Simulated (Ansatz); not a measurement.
Isolated molecules relaxed with PBE0-D4/def2-TZVP in Ansatz; ΔE leaves out vibrations. CCSD(T)/CBS adds triple-zeta CCSD(T) − MP2 to the extrapolated MP2 energy (def2 sets, frozen cores). DFT in def2-TZVPP. B3LYP here is the variant with VWN-RPA as its local correlation; programs differ in this. Elements past krypton have def2 core potentials. For I, In, Sn outer-core shells are correlated without core-valence functions, which leaves a few kJ/mol of doubt a bond.

Consider the redistribution: `[F][In]([F])[I]` + `C#[C][SnH2][Cl]` → `C#[C][In]([F])[F]` + `[Cl][SnH2][I]`.

```csv
level,ΔE (kJ/mol)
BLYP,18.0
B3LYP,17.8
CCSD/def2-TZVPP,19.5
HF/def2-QZVPP,20.0
```

What does CCSD(T)/CBS give? (Estimate.)

Computed: +16.2 kJ/mol. The listed levels differ from it by 1.8, 1.6, 3.3, 3.8 kJ/mol.

Largest T1 diagnostic among the species: 0.017.

Leaving LDA and LC-ωPBE aside and taking each functional with its dispersion term where it has one, the values, not all of them listed here, spread over 6.3 kJ/mol, from ωB97M-V to B97M-V. At CCSD(T), def2-SVP lies +5.5 kJ/mol from the extrapolated value and def2-TZVPP +3.4 kJ/mol.
